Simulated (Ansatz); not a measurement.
C$_{4}$H$_{7}$F$_{3}$, SMILES `CC(F)(CF)CF`, relaxed with RKS PBE-D4/def2-SVP in the Gaussian-basis code of Ansatz from a rough embedded geometry. The force threshold is 0.03 eV/Å; the program also tests the step.

Total charge 0; spin multiplicity 1.

Start:

```xyz
14

C    -0.928   -0.900    0.722
C     0.028   -0.219   -0.292
F     0.106   -0.992   -1.439
C     1.412   -0.049    0.264
F     2.233    0.639   -0.545
C    -0.497    1.171   -0.666
F    -1.816    1.111   -1.038
H    -0.519   -1.901    0.888
H    -1.050   -0.401    1.598
H    -1.913   -1.089    0.234
H     1.884   -1.125    0.349
H     1.425    0.369    1.251
H    -0.417    1.815    0.175
H     0.052    1.571   -1.500
```

Question: By how much does the energy fall, and how many steps does the optimiser take? (An estimate is asked.)

Answer: Computed: 44.05 kJ/mol, in 4 steps.

Question: Which bonds change most? (Best estimate.)

Answer: Computed: C1–H9 from 1.016 to 1.108 Å; C4–H11 from 1.178 to 1.112 Å; C6–H13 from 1.063 to 1.114 Å; C4–F5 from 1.342 to 1.386 Å.

Question: Give the relaxed structure. (Estimate.)

Answer: Computed: 
```xyz
14

C    -0.908   -0.935    0.689
C     0.015   -0.213   -0.284
F     0.084   -0.985   -1.458
C     1.432   -0.100    0.274
F     2.225    0.704   -0.528
C    -0.515    1.166   -0.681
F    -1.848    1.093   -1.043
H    -0.512   -1.944    0.919
H    -1.026   -0.370    1.635
H    -1.904   -1.042    0.221
H     1.876   -1.119    0.320
H     1.408    0.330    1.301
H    -0.410    1.873    0.173
H     0.081    1.543   -1.537
```
